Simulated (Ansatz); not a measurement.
`F[Si](F)(Cl)[S][GeH2][Cl]` and `CC[Si](F)(F)Cl` differ in one atom or group.

Ansatz, PBE0-D4/def2-TZVP geometries, multiplicity 1. Each molecule was computed in one conformer, which needn't be the lowest.

Scalar relativity is left out up to krypton.

```csv
property,`F[Si](F)(Cl)[S][GeH2][Cl]`
HOMO–LUMO gap (B3LYP/def2-TZVPP) / eV,6.75
HOMO–LUMO gap (PBE0/def2-TZVPP) / eV,7.31
HOMO–LUMO gap (PBE/def2-TZVPP) / eV,5.12
size of the dipole moment (B3LYP/def2-TZVPP) / D,2.17
HOMO energy (PBE0/def2-TZVPP) / eV,-8.38
HOMO energy (PBE/def2-TZVPP) / eV,-7.11
```

Q: Give the same properties after the change, and the shifts. (Estimate.)

A: The calculation gave: 
```csv
property,`CC[Si](F)(F)Cl`,shift
HOMO–LUMO gap (B3LYP/def2-TZVPP) / eV,9.45,2.70
HOMO–LUMO gap (PBE0/def2-TZVPP) / eV,10.01,2.70
HOMO–LUMO gap (PBE/def2-TZVPP) / eV,7.76,2.64
size of the dipole moment (B3LYP/def2-TZVPP) / D,2.38,0.21
HOMO energy (PBE0/def2-TZVPP) / eV,-9.23,-0.85
HOMO energy (PBE/def2-TZVPP) / eV,-7.84,-0.73
```

With PBE0 the HOMO falls by 0.85 eV and the LUMO rises by 1.84 eV, so the gap widens by about 2.69 eV. PBE moves the HOMO by -0.73 eV and ωB97M-V by -0.93 eV. Dipoles are sizes alone; their direction can turn.

B3LYP here is the variant with VWN-RPA as its local correlation; programs differ in this.
